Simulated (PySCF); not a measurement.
Computed shifts of a molecule C4H7ClSi, PySCF with PBE/pcSseg-1, GIAO, gas phase, atoms alike by connectivity averaged where their shifts nearly agree, in ppm (number of nuclei): ¹³C: 224.7 (1), 101.2 (1), 97.7 (1), -2.8 (1). ²⁹Si: -39.2 (1). ¹H: 6.33 (1), 6.15 (1), 4.88 (1), 4.65 (1), 0.67 (3). References: ¹³C against TMS (σ = 182.0 ppm); ²⁹Si against TMS (σ = 335.4 ppm); ³⁵Cl against HCl (σ = 936.5 ppm); ¹H against TMS (σ = 31.49 ppm), references at their B3LYP-D3(BJ)/def2-TZVP geometries, non-relativistic (without spin–orbit terms, shifts of atoms bonded to Cl or Br come out too high). The structure is a stationary point at B3LYP-D3(BJ)/def2-SVP. Other conformers were not sampled.

Q: Pick the molecule that these values belong to.
A. C=C([SiH3])/C=C\Cl
B. CC1=C[Si@H](Cl)C1
C. C[SiH2]C=C=CCl
D. C=C1CC[Si@H]1Cl

A: C, C[SiH2]C=C=CCl
